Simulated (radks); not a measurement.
Q: These are the eigenvalues of the occupied orbitals of an atom or ion with whole-number occupations (Ry). Calculated with a radial shooting solver on a logarithmic mesh with Libxc functionals: scalar-relativistic Kohn-Sham, r2SCAN, spin-polarised, spherical densities, finite nucleus; meta-GGA in the generalised Kohn-Sham scheme; Fermi nuclear charge, rms radius of each element as measured or else 0.836 A^(1/3) + 0.57 fm.

orbital  eigenvalue
1s up     -3437.218
1s down   -3437.214
2s down   -564.4071
2s up     -564.4059
2p up     -503.3937
2p down   -503.3924
3s up     -125.3899
3s down   -125.2058
3p up     -106.2123
3p down   -106.0273
3d up     -80.23895
3d down   -80.09382
4s up     -26.52346
4s down   -26.04823
4p up     -20.19728
4p down   -19.71643
4d up     -11.28486
4d down   -10.79367
5p up      -3.06831
5p down    -2.87335
4f up      -1.73803
6s up      -0.98372
6p up      -0.64951

Which element is it, and in what charge state? The configuration may be excited. Open shells, if any, are filled with parallel spins first.

A: Z = 62, samarium, charge +1: Sm+ in [Kr] 4d10 4f6 5p6 6s1 6p2. The list shows which subshells hold electrons but not how many an open one holds; the 1s level, -1718.6 hartree, gives Z - s = 58.6 by -(Z - s)^2/2, which with screening and relativity narrows Z to a few neighbours, and the depths of the outer levels then fix element, charge and occupations together.
